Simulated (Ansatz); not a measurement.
The cluster TiS2. The state is a triplet with charge 0. Geometry PBE0-D4/def2-TZVP, that of the charge +1 doublet; atoms count from 1.

```tsv
atom	x (Å)	y (Å)	z (Å)
Ti1	-0.305	-1.275	-0.413
S2	1.115	0.478	-0.010
S3	-0.810	0.798	0.423
```

The structure comes from a short search, and lower isomers may exist.

Q: Estimate the Mulliken populations from the PBE0/def2-TZVP orbitals of Ansatz.

A: 
```
atom  charge (e)  spin (α − β)  d electrons
 Ti1        0.66          2.25         2.78
  S2       -0.33         -0.13            –
  S3       -0.33         -0.13            –
```
Mulliken values and Mayer orders depend strongly on the basis.

Q: Where does the spin sit?

A: Summed by element: Ti 2.25, S -0.25, of 2 unpaired in all. Largest on single atoms: Ti1 2.25, S2 -0.13, S3 -0.13.

Q: And the Mayer bond orders between bonded heavy atoms (over 0.3)?

A: Ti1–S2 1.13 (2.29 Å); Ti1–S3 1.13 (2.29 Å); S2–S3 1.14 (2.00 Å).
